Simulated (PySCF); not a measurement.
# MCs for M along the fifth-period p block

r²SCAN with double-zeta basis sets in PySCF, for the lowest determinant that a PBE0 search found; no spin–orbit coupling. De refers to high-spin ground-configuration atoms. A positive dipole means M(−)Cs(+).

| M | basis | state (unpaired electrons) | Re (Å) | ωe (cm⁻¹) | De (eV) | μ (D) |
| --- | --- | --- | --- | --- | --- | --- |
| Sn | def2-SVP | quartet (σ ↑, π ↑↑) | 3.601 | 87.4 | 1.59 | 11.09 |
| Sb | def2-SVP | triplet (π ↑↑) | 3.693 | 90.1 | 1.17 | 10.12 |
| Te | def2-SVP | doublet (π ↑) | 3.520 | 106 | 2.33 | 11.67 |
| I | def2-SVP | singlet (closed shell) | 3.403 | 117 | 3.62 | 12.08 |

(1) By what factor does the bond length vary along the series?

The state changes along the series, so neighbouring rows are not always alike in their bonding.

Spin–orbit coupling is left out, which matters for elements this heavy, above all for dissociation energies. States were picked by a PBE0 search and need not be the measured ground states.

## Answers

(1) At r²SCAN it runs from 3.403 Å (CsI) to 3.693 Å (CsSb), a factor of 1.09.
